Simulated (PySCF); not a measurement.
**Bond energies at CCSD(T)/def2-TZVPP beside a composite method**

PySCF, lowest determinants of a PBE0 search. The composite is CCSD(T) extrapolated to the basis-set limit from two correlation-consistent sets, with core-valence (CV) and scalar-relativistic (SR) terms as its label shows; it has no spin–orbit coupling and nothing beyond (T).

| species | state (unpaired electrons) | De CCSD(T) (eV) | De composite (eV) | composite | dissociates to |
| --- | --- | --- | --- | --- | --- |
| NaI | singlet (closed shell) | 3.22 | 3.34 | CCSD(T)/CBS(DT)+CV | Na + I |
| O2 | triplet (π ↑↑) | 4.94 | 5.19 | CCSD(T)/CBS(TQ)+CV+SR | O + O |
| SnCl | doublet (π ↑) | 3.74 | 3.88 | CCSD(T)/CBS(DT) | Sn + Cl |
| SiBr | doublet (π ↑) | 3.69 | 3.88 | CCSD(T)/CBS(TQ) | Si + Br |
| PI | triplet (π ↑↑) | 2.18 | 2.40 | CCSD(T)/CBS(TQ) | P + I |
| PN | singlet (closed shell) | 5.83 | 6.30 | CCSD(T)/CBS(TQ)+CV+SR | P + N |
| TeO | triplet (π ↑↑) | 3.84 | 4.06 | CCSD(T)/CBS(TQ) | Te + O |
| SiH | doublet (π ↑) | 3.12 | 3.20 | CCSD(T)/CBS(TQ)+CV+SR | Si + H |

Problem. Does CCSD(T) bind more or less than the composite, by how much on average, and where is the difference largest?

Solution. CCSD(T)/def2-TZVPP binds less on average, method and basis taken together: the mean signed difference is -0.21 eV and the mean absolute one 0.21 eV; it is largest for PN (-0.47 eV).

The molecules are drawn from runs that passed checks on state, spin purity and fit, so the hardest cases are missing and the errors look smaller than over all diatomics.

Correlated steps freeze the inner cores (2 to 14 orbitals); shallow outer-core shells are correlated. UHF and ROHF references stand side by side, which adds small steps between rows. Spin–orbit coupling is left out, which matters for elements this heavy, above all for dissociation energies. Where the molecule has an RHF reference, its open-shell atoms are computed with UHF. The CCSD T1 diagnostic is raised in TeO, a sign that a single reference may not be enough there. States were picked by a PBE0 search and need not be the measured ground states.
